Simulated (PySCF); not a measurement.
Species: C7H10N2.
Z-matrix (Å and degrees, PBE0-D3(BJ)/def2-SVP geometry), rows numbered from 1:
```
C 
C   1  1.4876
C   2  1.3865  1  130.84
C   3  1.4087  2  104.69  1   179.41
N   4  1.3248  3  111.34  2     0.30
N   5  1.3327  4  105.36  3     0.09
C   6  1.4317  2  126.67  1    -3.25
C   7  1.5006  6  119.53  2  -124.21
C   7  1.4918  6  119.31  2   165.46
H   1  1.0976  2  109.63  3    -1.46
H   1  1.1022  2  112.11  3   117.92
H   1  1.1018  2  111.98  3  -120.99
H   3  1.0874  2  126.72  1    -0.72
H   4  1.0897  3  128.78  2   179.98
H   7  1.0914  6  111.88  2    20.80
H   8  1.0931  7  118.36  9  -109.36
H   8  1.0930  7  115.74  9   107.19
H   9  1.0921  7  115.42  8  -107.65
H   9  1.0928  7  117.75  8   109.47
```

The calculation used TDDFT PBE0/def2-SVPD, vertical, gas phase, core orbitals frozen in the response in PySCF.

| state | E (eV) | E (hartree) | f | main configurations (H = HOMO, L = LUMO) |
| --- | --- | --- | --- | --- |
| S1 | 6.25 | 0.2297 | 0.158 | H→L (80%), H-1→L (8%) |
| S2 | 6.38 | 0.2345 | 0.0046 | H→L+1 (98%) |
| S3 | 6.42 | 0.2359 | 0.0018 | H-1→L+1 (95%) |
| S4 | 6.60 | 0.2426 | 0.141 | H-1→L (81%), H→L (9%) |
| S5 | 6.85 | 0.2516 | 0.0055 | H-2→L (96%) |
| S6 | 7.06 | 0.2593 | 0.018 | H→L+2 (80%), H→L+3 (11%) |
| S7 | 7.18 | 0.2637 | 0.0040 | H→L+3 (30%), H→L+4 (24%), H-1→L+2 (21%) |
| S8 | 7.20 | 0.2644 | 0.0046 | H-1→L+2 (29%), H→L+3 (26%), H-1→L+3 (21%) |
| S9 | 7.29 | 0.2678 | 0.0006 | H-1→L+2 (44%), H-1→L+4 (25%), H-1→L+3 (22%) |
| S10 | 7.31 | 0.2686 | 0.0099 | H→L+4 (61%), H→L+3 (29%) |

Triplets (Tamm–Dancoff): T1 4.55 eV, H-1→L (79%), H→L (13%); T2 5.01 eV, H→L (81%), H-1→L (14%); T3 6.04 eV, H-2→L (75%), H-1→L+5 (10%); T4 6.06 eV, H-1→L+5 (55%), H→L+5 (14%), H-2→L (14%).

The lowest singlet lies at 6.25 eV (198 nm, vacuum ultraviolet) and is strong; its leading configuration is HOMO→LUMO (80%). The lowest level is also the most intense of those listed (f = 0.158). Löwdin shares by element: HOMO carbon 46% or more, nitrogen 24% or more (atoms not listed hold the other 30%); LUMO nitrogen 37%, carbon 30% or more (atoms not listed hold the other 33%). Orbital energies (eV): HOMO-3 -8.91, HOMO-2 -8.10, HOMO-1 -6.80, HOMO -6.73, LUMO 0.48, LUMO+1 0.63, LUMO+2 1.28. Weighted by f, the mean energy of these states is 6.50 eV. Of the 10 states listed, 3 reach f = 0.01 and none stays under 0.0005. No computed singlet lies in the visible range (380 to 750 nm); the lowest, at 198 nm, stands 2.99 eV above its violet end (3.26 eV). All these states lie below the vertical ionisation energy of 8.49 eV (ΔSCF). Singlets were solved by full linear response, triplets in the Tamm–Dancoff approximation.

Hardware: one thread, AMD EPYC 7R43 (x86_64), shared host. Cost: 3.4 min of wall time, 1.1 GiB resident at most.

One conformer stands for the species.
